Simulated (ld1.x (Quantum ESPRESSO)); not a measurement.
**Before and after: RRKJ potential for F**

```json
{
 "Element": "fluorine (F)",
 "Generator": "ld1.x (Quantum ESPRESSO) 7.5",
 "Type": "norm-conserving RRKJ (Kleinman–Bylander form)",
 "Functional": "LDA (PZ)",
 "Relativity": "scalar-relativistic",
 "Frozen core": "[He]",
 "Valence charge": "7",
 "Reference configuration": "2s2 2p4 (charge +1)",
 "Partial waves": "2s (bound): rc 0.85 bohr; 2p (bound): rc 0.90 bohr",
 "Local potential": "all-electron potential smoothed inside 0.75 bohr (lloc = -2)",
 "Core correction": "a·sin(br)/r model core, default radius (core density twice the valence density)"
}
```

Change: core correction none.

Cutoffs: the cutoffs (Ry, on a coarse ladder) from which the occupation-weighted sum of valence levels, in a spherical-Bessel basis at the reference potential, stays within 10 and 1 mRy of its value at 400 Ry; they do not see the model core or the augmentation charge, which bear on the density cutoff. Errors are all-electron minus pseudo energies relative to the spin-unpolarised reference configuration.

Question: Predict the effect on cutoff, ghosts and configuration errors.

Answer: The potential gets neither clearly harder nor softer (140 Ry and 160 Ry → 140 Ry and 160 Ry); of the 9 tests that both files solve, the error grows in 9 and shrinks in 0 by more than 15 % and 0.3 meV (median size 12.4 → 28.2 meV); neither file shows a bound ghost. Exchange and correlation are not linear in the density, so unscreening with the valence charge alone errs where core and valence overlap; a model core restores that term. The default core radius of the base comes out at 0.29 bohr.

```csv
quantity,base,changed
"cutoff, loose",140 Ry,140 Ry
"cutoff, tight",160 Ry,160 Ry
bound ghosts,none,none
"error for 2s2 2p5, meV [ΔE -19.56 eV]",+1.5,+3.0
"error for 2s2 2p3, meV [ΔE 38.51 eV]",+5.9,+13
"error for 2s2 2p2, meV [ΔE 99.24 eV]",+64,+114
"error for 2s1 2p6, meV [ΔE -1.16 eV]",+17,+28
"error for 2s2 2p1, meV [ΔE 185.11 eV]",+278,+474
"error for 2s2 2p5.3, meV [ΔE -22.28 eV]",+1.3,+3.3
"error for 2s1 2p5, meV [ΔE 18.66 eV]",+12,+19
"error for 2s2 2p4 (spin-polarised), meV [ΔE -1.83 eV]",+28,+173
"error for 2s2 2p5 (spin-polarised), meV [ΔE -19.93 eV]",+7.3,+36
s: phases at 1.00 bohr within 0.05 rad from the reference energy up to (Ry; the scan ends near 5),to the end of the scan,to the end of the scan
p: phases at 1.00 bohr within 0.05 rad from the reference energy up to (Ry; the scan ends near 5),to the end of the scan,to the end of the scan
```
